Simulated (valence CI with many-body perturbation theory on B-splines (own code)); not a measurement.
Forbidden lines of Cu²³⁺

Method: valence CI with perturbative core correlation (CI+MBPT): four valence electrons over a frozen Dirac-Fock core [He], radial functions for each j: 11 s, 11 p, 9 d, 7 f, 5 g, 2 h, 1 i, with the one-electron correlation potential Σ1 (screened to all orders), the two-electron term Σ2, the three-electron term Σ3, Breit, model QED; selected single and double excitations, second order for the rest (own B-spline code, finite nucleus).

No measured spectrum was set against this ion. As an estimate, levels of excited configurations hold to 0.05 to 0.15 % of their energy, terms of the ground configuration to about 0.5 %. Among the levels kept, up to 280 cm⁻¹ of a level comes from second order outside the variational space, and about a tenth of that is noise between levels of different J, which matters for small intervals.

Lines 1 to 28 of 28 in falling wavelength, among levels below 11225 × 10³ cm⁻¹, chosen from the decays that carry over 1 % of a level's rate. Wavelengths and rates use the calculated energies, so an error of 700 cm⁻¹ moves a line at 54.00 nm by 0.38 % and its rate by three times that or more. Electric multipoles are in the length gauge, E1 and E2 with the static RPA response of the core. S is in atomic units (e²a₀⁴ for E2 and M2, e²a₀⁶ for E3), for M1 in squared Bohr magnetons. Weak lines are less certain than strong ones. Lines between different terms over intervals too small for the method are left out, as are lines whose strength nearly cancels. The highest levels of a list are the least certain.

Names give the largest LS component (configuration and term), which can be under half, so a name can repeat, a term be missing and a line seem to break the LS rules; names also repeat where a configuration has a term twice. Letters in brackets count levels of one name in rising energy.

| λ vac (nm) | Upper | Lower | Type | A (s⁻¹) | S (a.u.) |
| --- | --- | --- | --- | --- | --- |
| 177.4 | 2s²2p² ³P_2 | 2s²2p² ³P_1 | M1 | 1.59e+03 | 1.64e+00 |
| 75.74 | 2s²2p² ³P_1 | 2s²2p² ³P_0 | M1 | 3.58e+04 | 1.73e+00 |
| 54.00 | 2s²2p² ¹D_2 | 2s²2p² ³P_2 | M1 | 5.83e+04 | 1.70e+00 |
| 41.40 | 2s²2p² ¹D_2 | 2s²2p² ³P_1 | M1 | 6.56e+04 | 8.63e-01 |
| 25.75 | 2s²2p² ¹S_0 | 2s²2p² ³P_1 | M1 | 4.23e+05 | 2.68e-01 |
| 1.066 | 2s²2p3d ³F°_4 | 2s2p³ ³P°_2 | E2 | 9.52e+07 | 1.05e-04 |
| 1.046 | 2s²2p3d ³F°_4 | 2s2p³ ³D°_3 | E2 | 2.87e+07 | 2.88e-05 |
| 1.028 | 2s2p²3p ³F°_4 | 2s2p³ ¹D°_2 | E2 | 2.39e+08 | 2.20e-04 |
| 1.020 | 2s2p²3p ⁵D°_4 | 2s2p³ ³D°_3 | E2 | 3.31e+08 | 2.94e-04 |
| 1.010 | 2s²2p3p ³D_1 | 2s²2p² ³P_2 | E2 | 3.40e+09 | 9.55e-04 |
| 1.006 | 2s2p²3p ³F°_4 | 2s2p³ ³P°_2 | E2 | 6.92e+08 | 5.73e-04 |
| 1.006 | 2s²2p3p ³P_1 [b] | 2s²2p² ¹D_2 | E2 | 5.87e+09 | 1.62e-03 |
| 1.004 | 2s²2p3p ³D_1 | 2s²2p² ³P_1 | E2 | 3.26e+09 | 8.90e-04 |
| 1.003 | 2s²2p3p ³P_2 | 2s²2p² ¹D_2 | E2 | 3.38e+09 | 1.53e-03 |
| 1.003 | 2s²2p3p ³D_3 | 2s²2p² ¹D_2 | E2 | 1.43e+09 | 9.09e-04 |
| 1.001 | 2s²2p3p ³D_2 | 2s²2p² ³P_2 | E2 | 2.34e+09 | 1.05e-03 |
| 1.001 | 2s²2p3p ³P_0 | 2s²2p² ³P_2 | E2 | 4.93e+09 | 4.41e-04 |
| 0.9978 | 2s2p²3d ⁵F_5 | 2s2p³ ³D°_3 | M2 | 2.79e+07 | 2.71e-05 |
| 0.9974 | 2s2p²3p ⁵D°_2 | 2s2p³ ⁵S°_2 | E2 | 3.07e+09 | 1.35e-03 |
| 0.9893 | 2s2p²3p ⁵D°_3 | 2s2p³ ⁵S°_2 | E2 | 3.75e+09 | 2.22e-03 |
| 0.9886 | 2s2p²3p ³F°_4 | 2s2p³ ³D°_3 | E2 | 3.43e+09 | 2.60e-03 |
| 0.9851 | 2s²2p3p ³D_3 | 2s²2p² ³P_2 | E2 | 2.78e+09 | 1.61e-03 |
| 0.9837 | 2s2p²3p ³F°_4 | 2s2p³ ³D°_2 | E2 | 2.29e+09 | 1.69e-03 |
| 0.9823 | 2s2p²3p ⁵D°_4 | 2s2p³ ⁵S°_2 | E2 | 4.51e+09 | 3.31e-03 |
| 0.9821 | 2s²2p3p ³D_2 | 2s²2p² ³P_0 | E2 | 2.83e+09 | 1.15e-03 |
| 0.9797 | 2s²2p3d ³F°_4 | 2s²2p² ¹D_2 | M2 | 3.01e+07 | 2.19e-05 |
| 0.9797 | 2s²2p3p ³D_3 | 2s²2p² ³P_1 | E2 | 2.15e+09 | 1.21e-03 |
| 0.9209 | 2s2p²3d ⁵D_4 | 2s²2p² ³P_2 | E2 | 1.23e+09 | 6.56e-04 |
